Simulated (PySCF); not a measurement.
4-chlorotoluene, C7H7Cl.
Z-matrix (Å and degrees, PBE0-D3(BJ)/def2-SVP geometry), rows numbered from 1:
```
C 
C   1  1.5008
C   2  1.3997  1  121.10
C   3  1.3921  2  121.56  1   178.49
C   4  1.3932  3  119.30  2     0.07
Cl  5  1.7340  4  119.75  3   179.88
C   5  1.3932  4  120.48  3     0.12
C   7  1.3921  5  119.33  4    -0.13
H   1  1.0996  2  111.53  3    30.13
H   1  1.1030  2  110.95  3   -89.36
H   1  1.0996  2  111.53  3   151.14
H   3  1.0935  2  119.45  1    -1.65
H   4  1.0913  3  120.96  2   179.86
H   7  1.0912  5  119.73  4   179.66
H   8  1.0935  2  119.47  1     1.65
```

Method: PBE0-D3(BJ)/def2-SVP geometry optimisation, gas phase in PySCF 2.14.0.

Masses are those of the commonest isotopes; rigid-rotor values at the optimised geometry. 

(1) What are A, B and C (MHz)?

(2) What kind of rotor is it?

(3) Is it planar, by Δ = Ic − Ia − Ib?

(4) Give the other two planar moments, Paa and Pbb, and the rms extents of the mass along the axes.

(5) Where do the levels up to J = 4 lie, in MHz?

(6) Which lines would a microwave search look for?

(7) Estimate the classical rotational partition function at 10 K, 100 K and 298.15 K.

Answers

(1) Ia = 91.42, Ib = 522.43, Ic = 610.66 u·Å²; 505379 MHz·u·Å²/I gives A = 5528, B = 967.4, C = 827.6 MHz.

(2) A near-prolate asymmetric top: κ = (2 × 967.4 − 5528 − 827.6)/(5528 − 827.6) = -0.94.

(3) Not planar: Δ = Ic − Ia − Ib = -3.18 u·Å². For a rigid frame Δ = −2 Σ m c², so Σ m c² = 1.59 u·Å² lies off the ab plane: 1.58 from hydrogen and 0.01 from heavier atoms. The atom farthest from that plane is 1.05 Å away.

(4) Paa = Σ m a² = (Ib + Ic − Ia)/2 = 520.84 and Pbb = Σ m b² = (Ia + Ic − Ib)/2 = 89.82 u·Å². With the mass M = 126.02 u, the rms extents √(P/M) along a, b and c are 2.03, 0.84, 0.11 Å.

(5) Above 0(0,0):
J = 1: 1(0,1) 1795, 1(1,1) 6356, 1(1,0) 6496
J = 2: 2(0,2) 5382, 2(1,2) 9806, 2(1,1) 10225, 2(2,1) 23908, 2(2,0) 23911
J = 3: 3(0,3) 10754, 3(1,3) 14979, 3(1,2) 15818, 3(2,2) 29293, 3(2,1) 29309, 3(3,1) 52449, 3(3,0) 52449
J = 4: 4(0,4) 17902, 4(1,4) 21873, 4(1,3) 23271, 4(2,3) 36470, 4(2,2) 36518, 4(3,2) 59635, 4(3,1) 59636, 4(4,1) 92046, 4(4,0) 92046
The levels of one J sum to (2J + 1)J(J + 1)(A + B + C)/3.

(6) The dipole components are |μa| = 2.05 D, |μb| = 0.00 D, |μc| = 0.05 D; the mirror of this Cs structure is the ac plane, so μb vanishes by symmetry and there are no b-type lines. The squared components, which scale the intensities, stand as 1.00 : 0.00 (a : c). Some lines, for components of 0.1 D or more:

```
type  branch         J(Ka,Kc)   MHz  lower level (cm⁻¹)
   a       Q  2(1,1) ← 2(1,2)   419               0.327
   a       R  1(0,1) ← 0(0,0)  1795               0.000
   a       R  2(1,2) ← 1(1,1)  3450               0.212
   a       R  2(0,2) ← 1(0,1)  3587               0.060
   a       R  2(1,1) ← 1(1,0)  3730               0.217
```

(7) Point group Cs, symmetry number σ = 1; q = (√π/σ)·√((kT/h)³/(ABC)), k/h = 20836.6 MHz/K: 2530 at 10 K, 80100 at 100 K, 413000 at 298.15 K.

Not checked by PBE0-D3(BJ)/def2-SVP frequencies. Zero-point vibration and centrifugal distortion are left out. A rigid rotor knows nothing of internal rotation, which can split or shift real lines. Quadrupole hyperfine structure (35Cl) is left out.
